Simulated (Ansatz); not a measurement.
H3NSSi, SMILES `N[Si]S` (lower singlet) (charge 0, multiplicity 1). This singlet lies 2.24 eV below the relaxed triplet at the level frozen-core CCSD(T)/cc-pVTZ // PBE0-D3(BJ)/def2-TZVP (Ansatz, a first-principles code).

Level of theory: frozen-core fic-MRCISD+Q@CASSCF(6e,6o)/cc-pVTZ // PBE0-D3(BJ)/def2-TZVP run with Ansatz.

Ansatz 0.2 input:
```yaml
crystal:
  periodic: [false, false, false]
  atoms:
    - { symbol: N, position_ang: [-1.19596, 0.035149, 0.05158] }
    - { symbol: Si, position_ang: [0.171463, -0.987252, 0.001904] }
    - { symbol: S, position_ang: [1.6685, 0.568548, -0.07637] }
    - { symbol: H, position_ang: [-1.214326, 1.044042, 0.042231] }
    - { symbol: H, position_ang: [-2.121152, -0.362049, 0.095264] }
    - { symbol: H, position_ang: [2.691475, -0.29844, -0.114608] }
basis:
  gaussian: { orbitals: cc-pVTZ }
correlation:
  method: fic_mrcisd_q
  active_space: { window: { electrons: 6, orbitals: 6 } }
```

Output:

```
Functional definition: HF
810 factors; integrals over basis functions are off by at most 1.1e-3 eV
mean field evaluation 1: about -20208.3505 eV, gradient 3.4e1 eV
mean field evaluation 2: about -20208.5134 eV, gradient 3.4e1 eV
mean field evaluation 4: about -20211.2229 eV, gradient 3.0e0 eV
mean field evaluation 8: about -20211.2773 eV, gradient 2.6e-1 eV
mean field evaluation 16: about -20211.2779 eV, gradient 2.3e-6 eV
mean field -20211.27787644 eV, -742.7507622629 hartree, gradient 2.3e-6 eV, S^2 0.000000; 0 other end points of the search recorded, 0 dependent functions left out
reference -20211.27787644 eV, -742.7507622629 hartree; 20, 20 occupied and 120, 120 virtual orbitals, 810 factors
state -20213.33233232 eV, -742.8262621239 hartree
contracted CI cycle   1: correlation 0.00000000 eV, 0.0000000000 hartree, residual 3.38e1 eV
contracted CI cycle   2: correlation -10.65551163 eV, -0.3915828298 hartree, residual 5.48e0 eV
contracted CI cycle   3: correlation -10.96791261 eV, -0.4030633542 hartree, residual 1.40e0 eV
contracted CI cycle   4: correlation -10.99019153 eV, -0.4038820894 hartree, residual 5.17e-1 eV
contracted CI cycle   5: correlation -10.99335737 eV, -0.4039984316 hartree, residual 2.06e-1 eV
contracted CI cycle   6: correlation -10.99379980 eV, -0.4040146907 hartree, residual 8.76e-2 eV
contracted CI cycle   7: correlation -10.99387252 eV, -0.4040173632 hartree, residual 3.30e-2 eV
contracted CI cycle   8: correlation -10.99388326 eV, -0.4040177580 hartree, residual 1.24e-2 eV
contracted CI cycle   9: correlation -10.99388485 eV, -0.4040178162 hartree, residual 5.00e-3 eV
contracted CI cycle  10: correlation -10.99388510 eV, -0.4040178254 hartree, residual 1.96e-3 eV
state -20213.33233232 eV, -742.8262621239 hartree; corrected -20225.94754811 eV, -743.2898627533 hartree
state -20212.96164761 eV, -742.8126397124 hartree
contracted CI cycle   1: correlation 0.00000000 eV, 0.0000000000 hartree, residual 3.47e1 eV
contracted CI cycle   2: correlation -10.98886843 eV, -0.4038334664 hartree, residual 5.58e0 eV
contracted CI cycle   3: correlation -11.29751910 eV, -0.4151761693 hartree, residual 1.37e0 eV
contracted CI cycle   4: correlation -11.31644130 eV, -0.4158715472 hartree, residual 4.12e-1 eV
contracted CI cycle   5: correlation -11.31831285 eV, -0.4159403255 hartree, residual 1.30e-1 eV
contracted CI cycle   6: correlation -11.31848993 eV, -0.4159468330 hartree, residual 4.43e-2 eV
contracted CI cycle   7: correlation -11.31851047 eV, -0.4159475878 hartree, residual 1.59e-2 eV
contracted CI cycle   8: correlation -11.31851289 eV, -0.4159476767 hartree, residual 5.48e-3 eV
contracted CI cycle   9: correlation -11.31851317 eV, -0.4159476872 hartree, residual 1.84e-3 eV
state -20212.96164761 eV, -742.8126397124 hartree; corrected -20225.91088814 eV, -743.2885155243 hartree
state -20213.33233232 eV, -742.8262621239 hartree; corrected -20225.94754811 eV, -743.2898627533 hartree
2 active orbitals were swapped for others, from the solution at -20212.96154771 eV, -742.8126360408 hartree to that at -20213.33232529 eV, -742.8262618656 hartree; typed "places" are swapped only where nearly empty or full, and so, without "given_window_search", are "orbital_numbers", "shells" and a window whose orbitals a file names under [Active]
Total energy: -20225.94754811 eV, -743.2898627533 hartree
```
